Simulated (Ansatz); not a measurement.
Cost and result for the atomization energy of C₃H₆O₂Si (`[SiH3]C1OC=CO1`) (12 atoms, 12 bonds).

Cartesian coordinates in Å:
```
Si -1.484 1.349 -0.105
C -0.408 -0.173 0.291
O 0.811 0.216 0.920
C 1.723 -0.696 0.437
C 1.232 -1.319 -0.623
O -0.035 -0.856 -0.903
H -0.723 2.257 -0.996
H -2.728 0.886 -0.769
H -1.823 2.029 1.170
H -0.909 -0.905 0.954
H 2.685 -0.745 0.917
H 1.660 -2.044 -1.293
```

The species carries charge 0 and has multiplicity 1. The structure was optimised at the PBE0-D4/def2-TZVP level. Program: Ansatz. All runs use 4 threads of an INTEL XEON PLATINUM 8581C on a shared host. Times are those of one run each, without the atoms' runs, and a repeat can differ threefold. Electronic energies, without spin–orbit coupling; frozen cores. CCSD(T)/CBS adds CCSD(T) − MP2 in def2-TZVPP to the MP2 limit, and its time is that of the two runs behind it. T1 = 0.014. B3LYP takes the VWN-RPA correlation (the form of Gaussian; ORCA's B3LYP/G).

CCSD(T)/CBS is a level of theory with its own doubt, some kJ/mol a heavy atom from the limit and from the frozen cores, so smaller differences don't rank the functionals.

| level | functions | wall time | atomization (kcal/mol) | difference from CCSD(T)/CBS | per bond |
| --- | --- | --- | --- | --- | --- |
| PBE-D4/def2-TZVPP (with forces) | 281 | 2.2 s | 1154.7 | 34.3 | 2.9 |
| BHLYP-D4/def2-TZVPP | 281 | 2.6 s | 1076.4 | -44.0 | -3.7 |
| CAM-B3LYP-D4/def2-TZVPP | 281 | 3 s | 1126.2 | 5.8 | 0.5 |
| r2SCANh-D4/def2-TZVPP | 281 | 3.9 s | 1115.8 | -4.6 | -0.4 |
| B3LYP-D4/def2-TZVPP (with forces) | 281 | 4 s | 1118.9 | -1.5 | -0.1 |
| B2PLYP/def2-TZVPP | 281 | 4.8 s | 1107.6 | -12.8 | -1.1 |
| PBE-QIDH/def2-TZVPP | 281 | 5 s | 1113.7 | -6.7 | -0.6 |
| ωB97X-V/def2-TZVPP | 281 | 5.5 s | 1126.1 | 5.7 | 0.5 |
| CCSD(T)/def2-SVP | 118 | 5.5 s | 1060.5 | -59.9 | -5.0 |
| ωB97M-V/def2-TZVPP (with forces) | 281 | 8 s | 1125.0 | 4.6 | 0.4 |
| MP2/def2-QZVPP | 535 | 22 s | 1133.2 | 12.8 | 1.1 |
| CCSD(T)/def2-TZVPP | 281 | 2.4 min | 1089.2 | -31.2 | -2.6 |
| CCSD(T)/CBS(def2) | – | 2.8 min | 1120.4 | 0.0 | 0.0 |

At CCSD(T), def2-SVP lies −59.9 kcal/mol from the extrapolated value and def2-TZVPP −31.2 kcal/mol: correlation converges slowly with the basis, and small sets miss more of it in the bonded molecule than in its fragments. The D4 term adds +10.1 kcal/mol with B3LYP and +5.3 kcal/mol with PBE0; it sums over pairs of atoms, weighted by their polarisabilities, and B3LYP, whose exchange is more repulsive, gets the larger term. From PBE to PBE0 (25 % exact exchange), in def2-TZVPP and without D4, the atomization energy moves by −27.9 kcal/mol: exact exchange takes away binding that semilocal exchange gives to molecules.
